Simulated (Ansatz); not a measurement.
A run for Ansatz (a program for electronic structure): R-PBE/def2-TZVPP on CH7NSi (SMILES CN[SiH3]), a point of a torsion scan.

Ansatz 0.2 input:
```yaml
crystal:
  periodic: [false, false, false]
  atoms:
    - {symbol: C, position_ang: [-1.33709964, 0.15116321, 0.28663637]}
    - {symbol: N, position_ang: [-0.23963954, -0.15695715, -0.59883920]}
    - {symbol: Si, position_ang: [1.40613958, 0.00228972, -0.11939553]}
    - {symbol: H, position_ang: [-2.24221392, 0.35152310, -0.29085830]}
    - {symbol: H, position_ang: [-1.08758772, 1.04363092, 0.85707550]}
    - {symbol: H, position_ang: [-1.55129700, -0.65775510, 0.99506643]}
    - {symbol: H, position_ang: [-0.47245290, -0.92951678, -1.20507057]}
    - {symbol: H, position_ang: [1.67726649, -0.44262131, 1.25617066]}
    - {symbol: H, position_ang: [2.16621783, -0.78012666, -1.08900821]}
    - {symbol: H, position_ang: [1.71671207, 1.43443729, -0.17819038]}
basis:
  gaussian:
    orbitals: def2-TZVPP
hamiltonian:
  xc: {name: PBE}
scf: {lower_state_search: off}
```

The log:

```
WARN ansatz: RAYON_NUM_THREADS=1 ignored (pool sized by the plan → 1); use --threads N
Functional definition: PBE
these checks for a lower state are left out or cut short: stability, starts, cluster_reference, orbital_swaps, neighbouring_geometries, increment
integrals: 0.10 GiB planned
1036 factors; their error is unknown
mean field: 0.79 GiB planned
mean field evaluation 1: about -10501.2200 eV, gradient 7.2e1 eV
mean field evaluation 2: about -10455.1906 eV, gradient 1.4e2 eV
mean field evaluation 4: about -10512.1515 eV, gradient 1.3e1 eV
mean field evaluation 8: about -10512.4757 eV, gradient 1.6e-1 eV
mean field evaluation 16: about -10512.4470 eV, gradient 1.2e-4 eV
mean field -10512.44704723 eV, -386.3253033930 hartree, gradient 9.3e-7 eV, S^2 0.000000; 0 other end points of the search recorded, 0 dependent functions left out
reference -10512.44709008 eV, -386.3253049679 hartree; 17, 17 occupied and 185, 185 virtual orbitals, 1036 factors
Total energy: -10512.44709008 eV, -386.3253049679 hartree
Checks for a lower state left out: stability, starts, cluster_reference, orbital_swaps, neighbouring_geometries, increment
```

The run converged.

Cost: very roughly 2.1 core-seconds.
